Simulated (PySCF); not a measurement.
BrFGeH2O2, SMILES [OH][Ge]([OH])([F])[Br].

Coordinates come from a B3LYP-D3(BJ)/def2-SVP optimisation. The structure was generated by enumeration, and PubChem lists no compound with its InChIKey, so it may never have been made. Other conformers were not sampled.

Calculation: PySCF 2.14.0 with TDA-PBE/def2-SVPD.

Vertical excitations. Isolated molecule, no solvent.

Computed UV-visible absorptions:
```tsv
state	energy (eV)	λ (nm)	f	main pairs
S1	5.36	231	0.008	HOMO→LUMO 98 %
S2	5.44	228	0.016	HOMO−1→LUMO 97 %
S3	5.87	211	0.005	HOMO−2→LUMO 99 %
S4	6.22	199	0.053	HOMO−3→LUMO 95 %
S5	6.97	178	0.095	HOMO−4→LUMO 83 %
S6	7.05	176	0.047	HOMO−5→LUMO 93 %
S7	7.24	171	0.003	HOMO→LUMO+1 93 %
S8	7.31	170	0.003	HOMO−1→LUMO+1 94 %
S9	7.39	168	0.004	HOMO→LUMO+2 91 %
S10	7.50	165	0.003	HOMO−6→LUMO 47 %, HOMO−1→LUMO+2 46 %
T1	4.96	250	0	HOMO→LUMO 99 %
T2	5.03	247	0	HOMO−1→LUMO 99 %
T3	5.58	222	0	HOMO−2→LUMO 99 %
T4	5.75	216	0	HOMO−3→LUMO 99 %
```
Triplets are in the Tamm–Dancoff approximation.
